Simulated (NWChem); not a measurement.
# AlH2SeF; SMILES [F][AlH][SeH]

```xyz
5

Al    -0.5454    -1.1494     0.0000
F      0.6624    -2.2947     0.0000
H     -2.0476    -1.6196     0.0000
Se     0.1309     1.0506     0.0000
H     -1.2729     1.4954     0.0000
```
Atoms are numbered in this order, from 1.

All runs: NWChem. Coordinates come from a PBE0/def2-SVP optimisation. Vertical excitations in the gas phase; the lowest state need not have the same character in each row.

```json
[
 {"level": "PBE/def2-SVPD, TDA", "lowest excitation, singlet (eV)": "5.18", "lowest state with f > 0.02, singlet (eV)": "5.18", "orbital gap (eV)": "4.67"},
 {"level": "B3LYP/def2-SVPD, TDA", "lowest excitation, singlet (eV)": "?", "lowest state with f > 0.02, singlet (eV)": "?", "orbital gap (eV)": "?"},
 {"level": "Hartree-Fock/def2-SVPD, CIS", "lowest excitation, singlet (eV)": "6.17", "lowest state with f > 0.02, singlet (eV)": "6.67", "orbital gap (eV)": "11.43"},
 {"level": "PBE0/def2-SVPD, TDA", "lowest excitation, singlet (eV)": "5.64", "lowest state with f > 0.02, singlet (eV)": "5.64", "orbital gap (eV)": "6.53"}
]
```

Task: What belongs in the gaps?

Result: 
- B3LYP/def2-SVPD, TDA, lowest excitation, singlet (eV): 5.48
- B3LYP/def2-SVPD, TDA, lowest state with f > 0.02, singlet (eV): 5.48
- B3LYP/def2-SVPD, TDA, orbital gap (eV): 6.08
